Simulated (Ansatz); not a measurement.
CH5BN2O (`C=NB(N)O`). The species carries charge 0 and has multiplicity 1.

```xyz
10

C    -1.190    0.928   -1.215
N    -1.058    0.028   -0.354
B     0.176   -0.505    0.181
N     0.667   -0.014    1.410
O     0.778   -1.516   -0.528
H    -0.349    1.457   -1.688
H    -2.188    1.236   -1.548
H     0.169    0.685    1.931
H     1.458   -0.396    1.897
H     1.536   -1.902   -0.087
```

(1) List the harmonic frequencies (cm⁻¹, unscaled) at PBE0-D4/def2-TZVP in Ansatz. (An estimate is asked.)

(2) Is this a minimum?

(3) Give the ideal-gas thermochemistry at 298.15 K and 1 bar (rigid rotor, harmonic oscillator; point group C1, symmetry number 1).

Results:

(1) Computed: 58, 195, 321, 344, 403, 421, 532, 666, 682, 790, 894, 996, 1113, 1224, 1358, 1418, 1541, 1632, 1817, 2983, 3072, 3644, 3743, 3908.

(2) Yes, all 24 modes are real.

(3) Zero-point energy 201.9 kJ/mol; H(298) − E = 220.8 kJ/mol; entropy 323.1 J/(mol·K), of which translation 162.2, rotation 106.8, vibration 54.0; G(298) − E = 124.5 kJ/mol. Modes under 100 cm⁻¹ are hindered rotations or soft bends, so the harmonic entropy is rough.
